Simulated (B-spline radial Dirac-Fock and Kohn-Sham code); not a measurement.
Internal conversion coefficients of Rh at 30.1 keV

Z = 45 (rhodium), transition energy 30.1 keV. Method: a Dirac-Hartree-Slater potential of the neutral atom with a Latter tail (no hole, which puts coefficients of high multipoles low close above an edge), finite nucleus with surface currents. Computed with an atomic code on a B-spline grid. Subshells that would emit electrons below 1 keV are left out.

| subshell | electron energy (keV) | E3 | E4 | M2 | M4 | M5 |
| --- | --- | --- | --- | --- | --- | --- |
| K | 6.88 | 153 | 693 | 271 | 17100 | 104000 |
| L1 | 26.69 | 9.18 | 509 | 53.5 | 45700 | 1.26e+06 |
| L2 | 26.95 | 2260 | 126000 | 5.26 | 8370 | 289000 |
| L3 | 27.10 | 3340 | 182000 | 17.9 | 209000 | 1.04e+07 |
| M1 | 29.47 | 2.16 | 110 | 10.6 | 11100 | 341000 |
| M2 | 29.58 | 458 | 26900 | 1.07 | 1900 | 69800 |
| M3 | 29.60 | 675 | 38700 | 3.61 | 48400 | 2.64e+06 |
| M4 | 29.79 | 14.8 | 3840 | 0.0345 | 694 | 50800 |
| M5 | 29.79 | 21.1 | 5000 | 0.00585 | 2490 | 318000 |
| total |  | 7120 | 395000 | 366 | 355000 | 1.60e+07 |

Q: For a pure M2 transition, what fraction of decays emits a photon?

A: 1/(1 + α) = 0.00273 with the total α = 366; the total includes the outer subshells that are not listed.
